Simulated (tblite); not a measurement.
C₆H₆FO₃P.
Atom-mapped SMILES: `[O:1]=[P:2]([OH:3])([OH:4])[c:5]1[cH:6][cH:7][cH:8][c:9]([F:10])[cH:11]1` (hydrogens: H12 on O3; H13 on O4; H14 on C6; H15 on C7; H16 on C8; H17 on C11)

Computed geometry: GFN2-xTB, gas phase.

Problem. What internal coordinates does the optimisation give?

Solution. 
```
          bond  length (Å)
         O1=P2       1.466
  P2–O3, P2–O4       1.606
         P2–C5       1.807
         C5–C6       1.384
         C6–C7       1.385
         C7–C8       1.385
         C8–C9       1.385
        C9–F10       1.347
        C9–C11       1.381
        C5–C11       1.385
O3–H12, O4–H13       0.957
        C6–H14       1.079
        C7–H15       1.079
        C8–H16       1.079
       C11–H17       1.078
```

Bonds in one row agree within 0.01 Å and their mean is given. A selection of angles:
```
     angle  degrees
  O1–P2–O3    113.4
  O1–P2–C5    118.4
  O3–P2–O4    102.8
  O3–P2–C5    103.6
  P2–C5–C6    119.5
 P2–C5–C11    119.4
 C6–C5–C11    121.1
  C5–C6–C7    119.8
  C6–C7–C8    120.1
  C7–C8–C9    118.9
 C8–C9–F10    118.9
 C8–C9–C11    122.0
F10–C9–C11    119.1
 C5–C11–C9    118.0
 H12–O3–P2    109.4
 H13–O4–P2    109.4
```

Torsions: O1–P2–C5–C6 0° (synperiplanar); H12–O3–P2–O1 -1° (synperiplanar); H13–O4–P2–O1 0° (synperiplanar).

The 6-membered ring C5–C6–C7–C8–C9–C11 has internal angles of 118.0° to 122.0°; it is planar, 0.00 Å rms from its mean plane, widest ring torsion 0°. P2 (phosphoryl phosphorus) is distorted tetrahedral (angles from 102.8° to 118.4°). All 6 C–C bonds measure 1.381 to 1.385 Å. The O–P distances run from 1.466 Å (O1=P2, drawn double) to 1.606 Å (P2–O3, drawn single), a spread of 0.140 Å. O3 (hydroxyl oxygen) is bent (angle 109.4°). Of the pairs four or more bonds apart, O1···H14 is among the closest relative to their van der Waals radii: 2.75 Å, 101 % of the sum of Bondi's values.

Point group: Cs (every atom within 0.08 Å of its image). GFN2-xTB frequencies show an imaginary mode (95i cm⁻¹), so the point is no minimum at that level. Torsions: O1–P2–O3–H -1°, O1–P2–O4–H 0°, O1–P2–C5–C6 0°.
